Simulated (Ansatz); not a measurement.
**A barrier at the coupled-cluster level**

Start structure (AlH3BrF, closed shell), relaxed at PBE0-D4/def2-TZVP:

```xyz
6
angstrom
Al -0.2538 0.2842 -0.5882
Br 1.8161 -0.8000 -0.3539
H -1.3797 -0.5933 -1.2509
H -0.1719 1.8558 -0.5892
H 0.4238 -0.5877 1.4015
F -0.4343 -0.1588 1.3806
```

The step: AlH₂Br ([AlH2][Br]) + HF → AlH₂F ([F][AlH2]) + HBr (still joined by a long Al–Br bond); bonds formed: Br2–H5; dative contacts that become bonds: Al1–F6; bonds broken: H5–F6; bonds weakened to dative contacts: Al1–Br2. Program: Ansatz 0.2.0. Basis: def2-TZVPP and def2-QZVPP. Cores are frozen in the correlated methods. Filled d shells of the heavier atoms are correlated. The def2 sets are not built for correlating such inner shells, so the correlated values are less sure here. Extrapolation: Hartree–Fock as exp(−7.88 √X), correlation as X^−2.97. Energies below are by CCSD(T) at an estimated basis limit (MP2 extrapolated from triple and quadruple zeta, plus CCSD(T) − MP2 in triple zeta).

Task: What are the electronic barrier and the energy of the step, from the start structure to the end structure? (An estimate is asked for; the value comes from the calculation.)

Result: The calculation gives: Barrier 0.298 eV; step energy 0.029 eV (uphill); reverse barrier, their difference, 0.269 eV. Barrier and step energy count from the start structure, the reverse barrier from the end structure.

The saddle point: One imaginary mode of 479i cm⁻¹.
| pair | start (Å) | saddle (Å) | end (Å) |
| --- | --- | --- | --- |
| Al1–F6 | 2.03 | 1.78 | 1.67 |
| Br2–H5 | 2.25 | 1.59 | 1.43 |
| Al1–Br2 | 2.35 | 2.58 | 2.79 |
| H5–F6 | 0.96 | 1.32 | 2.48 |

Zero-point energy (harmonic, PBE0-D4): ZPE is 0.730 eV at the start and 0.613 eV at the saddle, so the barrier goes from 0.298 to 0.181 eV.

T1 diagnostic: at most 0.010.

Labels in which every atom is bracketed show which atoms are joined, not bond orders.

For scale, one of the runs: CCSD(T)/def2-TZVPP, 163 basis functions, launched by `ansatz run in.yaml --threads 2 --pin off --events-out ev --progress --plain --max-ram 4352MiB`. The run took 15 s on 2 CPU threads of an Intel Xeon 6975P-C (shared host), with 1.4 GiB of host memory at its peak.
